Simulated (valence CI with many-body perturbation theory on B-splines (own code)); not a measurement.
# E1 line list for Nd11+

Calculated by relativistic CI+MBPT: three valence electrons over a frozen Dirac-Fock core [Kr] 4d10, a basis of 7 s, 7 p, 7 d, 7 f, 4 g, 2 h functions for each j, with the one-electron correlation potential Σ1 (screened to all orders), the two-electron term Σ2, the three-electron term Σ3, Breit, model QED; selected single and double excitations, second order for the rest, scaled by the run's own slope (own B-spline code, finite nucleus).

No measured levels were compared; by estimate terms of the open shell hold to a few per cent of their energy, and close levels can change places; configurations with another count of f electrons can be misplaced by thousands of cm⁻¹.

Lines 1 to 50 of 587 in falling wavelength, among levels below 443930 cm⁻¹, chosen from the strongest by gf and those to the six lowest levels. Wavelengths and rates use the calculated energies, so an error of 3000 cm⁻¹ moves a line at 1447 Å by 4.3 % and its rate by three times that or more. Electric multipoles are in the length gauge, E1 and E2 with the static RPA response of the core. Weak lines are less certain than strong ones. Lines between different terms over intervals too small for the method are left out, as are lines whose strength nearly cancels. Where a level lies close to another of its J and parity, the split of strength between their lines is uncertain. The highest levels of a list are the least certain.

Names give the largest LS component (configuration and term), which can be under half, so a name can repeat, a term be missing and a line seem to break the LS rules; names also repeat where a configuration has a term twice. Letters in brackets count levels of one name in rising energy.

| λ vac (Å) | Upper | Lower | A (s⁻¹) | log gf | Branch % |
| --- | --- | --- | --- | --- | --- |
| 1447 | 4f5s5p ²F_5/2 [a] | 5s²5p ²P°_3/2 | 1.06e+06 | -2.70 | 0.2 |
| 1031 | 4f5s5p ⁴D_5/2 | 5s²5p ²P°_3/2 | 2.91e+06 | -2.56 | 1.5 |
| 1002 | 4f²5s ²D_3/2 | 5s²5p ²P°_1/2 | 2.36e+06 | -2.85 | 22.2 |
| 929.8 | 4f5s5p ²D_5/2 [a] | 5s²5p ²P°_3/2 | 1.00e+07 | -2.11 | 1.8 |
| 830.6 | 5s5p² ⁴P_1/2 | 5s²5p ²P°_3/2 | 1.67e+07 | -2.46 | 3.3 |
| 824.4 | 4f²5p ²G°_9/2 [b] | 4f5s5p ²G_9/2 [b] | 9.36e+07 | -1.02 | 1.1 |
| 772.2 | 4f²5p ²G°_9/2 [b] | 4f5s5p ²F_7/2 [c] | 1.75e+08 | -0.81 | 2.0 |
| 760.5 | 4f5s5p ²F_5/2 [b] | 5s²5p ²P°_3/2 | 8.53e+06 | -2.35 | 0.1 |
| 757.8 | 4f²5p ²H°_11/2 [b] | 4f5s5p ²G_9/2 [b] | 1.42e+08 | -0.83 | 1.7 |
| 732.2 | 4f²5s ²G_9/2 | 4f5s² ²F°_7/2 | 1.99e+06 | -2.80 | 100.0 |
| 698.3 | 4f²5p ²H°_9/2 [c] | 4f5s5p ²G_7/2 [b] | 4.49e+08 | -0.48 | 4.6 |
| 694.2 | 4f5s5p ²D_3/2 [b] | 5s²5p ²P°_3/2 | 8.90e+06 | -2.59 | 0.0 |
| 693.1 | 4f²5s ²S_1/2 | 5s²5p ²P°_1/2 | 6.71e+07 | -2.01 | 94.4 |
| 690.5 | 4f²5p ²P°_3/2 [b] | 4f5s5p ²D_3/2 [b] | 2.85e+08 | -1.09 | 3.0 |
| 689.4 | 4f5p² ²F°_7/2 [a] | 4f5s5p ²D_5/2 [b] | 2.00e+08 | -0.94 | 2.3 |
| 689.3 | 4f5s5p ⁴G_5/2 | 4f5s² ²F°_7/2 | 4.46e+06 | -2.72 | 10.7 |
| 685.1 | 5s5p² ⁴P_3/2 | 5s²5p ²P°_3/2 | 5.65e+07 | -1.80 | 12.1 |
| 682.8 | 4f5s5p ⁴D_3/2 | 5s²5p ²P°_1/2 | 6.45e+06 | -2.74 | 8.7 |
| 682.1 | 4f5p² ²G°_9/2 [a] | 4f5s5p ²G_9/2 [b] | 3.78e+08 | -0.58 | 3.7 |
| 678.4 | 4f5s5p ²D_5/2 [b] | 5s²5p ²P°_3/2 | 1.43e+08 | -1.23 | 0.8 |
| 672.0 | 4f²5p ²H°_9/2 [c] | 4f5s5p ²F_7/2 [c] | 1.33e+08 | -1.05 | 1.4 |
| 669.9 | 4f5s5p ⁴G_5/2 | 4f5s² ²F°_5/2 | 3.72e+07 | -1.82 | 89.2 |
| 668.8 | 4f5p² ²G°_7/2 [a] | 4f5s5p ²F_5/2 [b] | 3.51e+08 | -0.73 | 3.5 |
| 661.2 | 4f5p² ⁴G°_11/2 [a] | 4f5s5p ²G_9/2 [b] | 6.66e+08 | -0.28 | 6.7 |
| 654.4 | 4f²5s ²D_3/2 | 4f5s² ²F°_5/2 | 8.25e+06 | -2.67 | 77.6 |
| 653.9 | 4f5p² ⁴G°_9/2 | 4f5s5p ²F_7/2 [c] | 1.81e+08 | -0.94 | 1.6 |
| 653.1 | 4f5p² ²D°_3/2 [b] | 4f5s5p ²D_5/2 [b] | 4.15e+08 | -0.97 | 3.9 |
| 650.8 | 4f³ ⁴I°_9/2 | 4f²5s ⁴H_7/2 | 5.55e+06 | -2.45 | 65.2 |
| 649.2 | 4f5s5p ⁴F_7/2 [a] | 4f5s² ²F°_5/2 | 7.95e+07 | -1.40 | 96.8 |
| 648.3 | 4f³ ⁴I°_11/2 | 4f²5s ⁴H_9/2 | 2.28e+06 | -2.76 | 53.4 |
| 647.5 | 4f²5s ⁴P_5/2 | 4f5s² ²F°_7/2 | 7.35e+06 | -2.56 | 21.5 |
| 647.5 | 4f5s5p ²F_7/2 [a] | 4f5s² ²F°_7/2 | 1.22e+08 | -1.21 | 27.5 |
| 646.3 | 4f5p² ²G°_9/2 [b] | 4f5s5p ²G_9/2 [b] | 1.89e+08 | -0.93 | 2.6 |
| 645.9 | 4f5p² ²G°_9/2 [a] | 4f5s5p ²F_7/2 [c] | 2.25e+08 | -0.85 | 2.2 |
| 644.5 | 4f5s5p ⁴F_5/2 | 4f5s² ²F°_7/2 | 1.05e+08 | -1.41 | 26.2 |
| 639.2 | 4f²5p ²P°_1/2 [a] | 4f²5s ²S_1/2 | 9.82e+08 | -0.92 | 15.5 |
| 638.3 | 4f²5p ²S°_1/2 | 4f²5s ²P_3/2 | 8.70e+08 | -0.97 | 21.9 |
| 638.2 | 4f5s5p ⁴F_3/2 | 4f5s² ²F°_5/2 | 1.93e+08 | -1.33 | 98.8 |
| 637.8 | 4f5p² ²F°_5/2 [b] | 4f5s5p ²D_5/2 [b] | 6.22e+08 | -0.64 | 6.2 |
| 636.9 | 4f²5s ⁴P_3/2 | 4f5s² ²F°_5/2 | 8.21e+07 | -1.70 | 97.2 |
| 636.6 | 4f5p² ²F°_7/2 [a] | 4f5s5p ²F_7/2 [c] | 7.97e+08 | -0.41 | 9.2 |
| 636.6 | 4f³ ²H°_9/2 [a] | 4f²5s ²H_9/2 | 2.68e+08 | -0.79 | 21.6 |
| 635.6 | 4f5p² ²G°_9/2 [b] | 4f5s5p ²G_7/2 [b] | 6.69e+08 | -0.39 | 9.1 |
| 635.5 | 4f³ ²I°_11/2 | 4f²5s ²I_11/2 | 1.45e+08 | -0.98 | 59.7 |
| 635.0 | 4f5p² ²G°_7/2 [b] | 4f5s5p ²G_7/2 [b] | 5.54e+08 | -0.57 | 5.1 |
| 634.7 | 4f5p² ²F°_5/2 [a] | 4f5s5p ²F_5/2 [b] | 7.17e+08 | -0.59 | 8.7 |
| 633.7 | 4f5s5p ⁴F_9/2 | 4f5s² ²F°_7/2 | 3.33e+08 | -0.70 | 100.0 |
| 633.5 | 4f²5p ⁴I°_9/2 | 4f²5s ²H_9/2 | 3.25e+08 | -0.71 | 11.9 |
| 630.3 | 4f²5s ⁴P_5/2 | 4f5s² ²F°_5/2 | 2.67e+07 | -2.02 | 78.4 |
| 630.3 | 4f5s5p ²F_7/2 [a] | 4f5s² ²F°_5/2 | 3.22e+08 | -0.81 | 72.5 |
